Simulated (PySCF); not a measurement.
# ZrHF, triplet: computed properties

All numbers come from UPBE0 in PySCF with Zr def2-TZVP with ECP28, H def2-TZVP, F def2-TZVP; scalar-relativistic core potentials, no spin–orbit coupling; density-fitted integrals.

The structure is a minimum.

```xyz
3
charge 0 multiplicity 3, angstrom
Zr   -0.2600    0.0000   -0.1849
H    -1.8896    0.0000    0.7170
F     1.3310    0.0000    0.8348
```

| Property | Result |
| --- | --- |
| Point group | Cs |
| Bond lengths | Zr–F 1.890 Å, Zr–H 1.862 Å |
| Bond angles | F–Zr–H 118.4° |
| Atomisation energy without zero-point energy | 918 kJ/mol |
| Spin squared ⟨S²⟩ | 2.004 |
| Lowest empty level (α) | -2.20 eV |
| Principal polarisabilities | 55.3, 83.6, 94.5 bohr³ |
| Entropy at 298.15 K and 1 bar (electronic part: spin only) | 268.6 J/(mol K) |
| Zero-point energy | 16.1 kJ/mol |
| Principal quadrupole moments (Buckingham, traceless) about the centre of mass | -5.35, 2.45, 2.90 D Å |
| Heat capacity Cp at 298.15 K | 43.4 J/(mol K) |
| Dipole moment | 2.58 D |
| Rotational constants | 6.46, 0.2929, 0.2802 cm⁻¹ |
| Rotational symmetry number | 1 |
| Enthalpy at 298.15 K above 0 K | 11.09 kJ/mol |
| Highest occupied level (α) | -5.19 eV |

Harmonic modes (masses in u: Zr 89.905, H 1.008, F 18.998):
```
symmetry  ω (cm⁻¹)  IR (km/mol)
      a'       393         63.3
      a'       664          153
      a'      1637          342
```

Charges (e):
```tsv
atom	Mulliken	Löwdin	polar tensor	spin (Mulliken)	Mayer order to Zr1
Zr1	0.64	0.40	1.02	2.07	–
H2	-0.19	-0.16	-0.38	-0.04	0.96
F3	-0.45	-0.25	-0.64	-0.02	0.96
```

Mulliken populations on Zr1 (electrons outside its core potential): s 2.82, p 6.26, d 2.23, f 0.05.

This need not be the most stable arrangement of these atoms. Open d and f shells are described by one determinant, and the ground state may have another occupation or spin.

The final relaxation and frequency run took 34 s on 2 threads of a shared Arm Neoverse V2 host, with 77 basis functions and 15 gradients; the process peaked at 0.79 GiB.
